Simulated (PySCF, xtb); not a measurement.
FHSSe, SMILES F[Se]S. One conformer was computed; it need not be the lowest.

Harmonic wavenumbers (cm⁻¹) from GFN2-xTB run with xtb at its own minimum, in rising order: 180, 339, 402, 466, 777, 2296.

Problem. What does PBE0-D3(BJ)/def2-TZVP run with PySCF give at its own minimum? (An estimate is asked for; the answer gives what the named calculation found.)

Solution. 214, 437, 443, 642, 864, 2648. Paired by order, the mean absolute difference is 131 cm⁻¹ and the zero-point energies are 6.4 and 7.5 kcal/mol.
